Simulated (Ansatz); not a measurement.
Ansatz results at the PBE0-D4/def2-TZVP geometry: LUMO energy (PBE0/def2-TZVPP) -0.76 eV; size of the dipole moment (B3LYP/def2-TZVPP) 1.02 D; HOMO–LUMO gap (PBE0/def2-TZVPP) 6.57 eV.

Each molecule was computed in one conformer, which needn't be the lowest.

(1) Which molecule gave them?
A. `COB(C)F`
B. `COC(F)[SeH]`
C. `COCBF`
D. `B[O][Al]1[BH][SiH2]1`

Answers

(1) C. The others give `COB(C)F`: 0.83, 2.79, 9.84; `B[O][Al]1[BH][SiH2]1`: -1.41, 0.95, 5.00; `COC(F)[SeH]`: -0.17, 2.63, 6.74.

B3LYP here is the variant with VWN-RPA as its local correlation; programs differ in this.
